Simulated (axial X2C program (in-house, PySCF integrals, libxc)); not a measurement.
**Se₂⁻: properties at the nuclei**

Calculated with an axial X2C code built on PySCF integrals: two-component X2C with atomic mean-field Coulomb and Gaunt terms, Gaussian nuclei, basis Se dyall-acv3z with contracted cores.

R = 2.282 Å (near the PBE0 minimum at charge -1 of the determinant lowest at the starting distance; the state shown can have its own minimum elsewhere).

Input and command:
```json
{"zs": [34, 34], "q": -1, "bas": ["dyall-acv3z", "dyall-acv3z"], "r0": 2.14, "levels": ["PBE0", "HF", "PBE50", "LDA", "B3LYP"], "nst": 3}
```
```bash
python soeom.py task.json out
```

Keys: zs atomic numbers; q charge; bas basis sets; r0 starting distance in Å; levels methods; nst determinants followed.

Determinant lowest in the PBE0 search, Ω = 3/2 (⟨Sz⟩ = 0.50, ⟨Lz⟩ = 1.00 at PBE0), spin on the atoms Se 0.25, Se 0.25:

```
level  A∥/gI Se (MHz)  qzz Se (a.u.)
 PBE0             233           4.68
   HF             271           4.66
PBE50             247           4.75
  LDA             239           4.73
B3LYP             240           4.72
```

Determinant 0.22 eV from it at PBE0 and this distance, Ω = 1/2 (⟨Sz⟩ = -0.50, ⟨Lz⟩ = 1.00 at PBE0), spin on the atoms Se -0.25, Se -0.25:

```
level  A∥/gI Se (MHz)  qzz Se (a.u.)
 PBE0            1290           4.55
   HF            1080           4.54
PBE50            1260           4.62
  LDA            1300           4.60
B3LYP            1280           4.59
```

A∥ (defined per Ω) follows by multiplying with gI = μI/(I μN); qzz is the electric field gradient, eQq0 = 234.96 MHz × Q/barn × qzz. The operators were transformed with the bare-nucleus X2C matrices; with these basis sets, hyperfine constants and field gradients can be off by tens of per cent, and where levels differ in sign neither size nor sign is settled.

(1) With gI(77Se) = 1.0701 (g factors from the IAEA table of nuclear moments by Stone), turn the PBE0 values of the first state into constants in MHz.

Each state is one determinant with collinear spin. Unrestricted Hartree–Fock can overshoot spin polarisation at the nuclei. For an anion, determinants above electron detachment, or with a positive highest level, are held by the basis set. The search compared states at one distance, so a state with another bond length can lie lower. Further determinants of the search, some of them spin-mixed, are not shown. PBE0 term energies can be off by some tenths of an eV.

Results:

(1) A∥(77Se) = 233 × 1.0701 = 249 MHz.
